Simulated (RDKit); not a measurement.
Input for RDKit: MMFF94 on CH2O (SMILES C=O).

```python
from rdkit import Chem
from rdkit.Chem import AllChem, rdDetermineBonds

blocks = [
'''4

C    -0.46930834   -0.45528439    0.16497162
O     0.66485995   -0.05572211    0.13568639
H    -0.71021650   -1.52942070    0.25603581
H    -1.33382768    0.22935422    0.10211369
''',
]
mol = None
for b in blocks:
    f = Chem.MolFromXYZBlock(b)
    rdDetermineBonds.DetermineBonds(f, charge=0)
    mol = f if mol is None else Chem.CombineMols(mol, f)
Chem.SanitizeMol(mol)
print(Chem.MolToSmiles(Chem.RemoveHs(mol)))
ff = AllChem.MMFFGetMoleculeForceField(mol, AllChem.MMFFGetMoleculeProperties(mol), nonBondedThresh=100.0, ignoreInterfragInteractions=False)
e = ff.CalcEnergy()
print(f'MMFF94 energy {e:.6f} kcal/mol')
```

The log:

```
C=O
MMFF94 energy 0.533983 kcal/mol
```

The run finished.

Cost: roughly 0.04 core-seconds.
